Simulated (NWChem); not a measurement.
## Ionisation of C₂H₅S

SMILES: C(C)[S]
```xyz
8

C     -1.6375     0.3067     0.0000
C     -0.1719     0.7335     0.0000
S      1.0480    -0.5987     0.0000
H     -1.8731    -0.3042     0.8941
H     -2.3077     1.1924     0.0000
H     -1.8731    -0.3042    -0.8941
H      0.0713     1.3773     0.8780
H      0.0713     1.3773    -0.8780
```
Charge 0, spin multiplicity 2.

Program: NWChem. Structure: optimised with UPBE/def2-SVP, a minimum by its harmonic frequencies.

Basis set: def2-SVPD. −ε marks an orbital energy of the parent.

B3LYP has NWChem's definition, with VWN1-RPA local correlation. The structure started from a generated list of species. The unpaired electrons of the parent sit in orbitals of symmetry a" (Cs labels of the run); other states weren't searched. No SCF solution was tested for a lower state.

Q: One of these methods gave a first vertical ionisation energy of 5.28 eV. Which?
A. −ε(beta HOMO) of PBE
B. −ε(beta HOMO) of PBE0
C. −ε(beta HOMO) of B3LYP
D. −ε(beta HOMO) of r2SCAN

A: A, −ε(beta HOMO) of PBE. The others give 5.51 (−ε(beta HOMO) of r2SCAN), 6.42 (−ε(beta HOMO) of B3LYP), 6.64 (−ε(beta HOMO) of PBE0).
